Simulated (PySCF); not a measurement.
SMILES O[SiH2]S (H4OSSi) (PBE0/def2-SVP optimised geometry):

```
7

O      1.054    -0.615     0.000
Si    -0.606    -0.615     0.000
S     -1.497     1.341     0.000
H      1.497    -0.168    -0.727
H     -0.998    -1.259     1.277
H     -1.146    -1.341    -1.188
H     -1.561     1.435    -1.346
```

Level of theory: PBE0/def2-TZVP in PySCF.

### Question
What are the frontier orbital energies and the dipole moment?

### Answer
HOMO-2 -9.55 eV, HOMO-1 -8.75 eV, HOMO -7.69 eV, LUMO 0.05 eV, LUMO+1 0.41 eV; dipole moment 1.96 D.

Meta-Löwdin charges at PBE0/def2-TZVP: O1 -0.75, Si2 0.81, S3 -0.32, H4 0.35, H5 -0.09, H6 -0.12, H7 0.11.
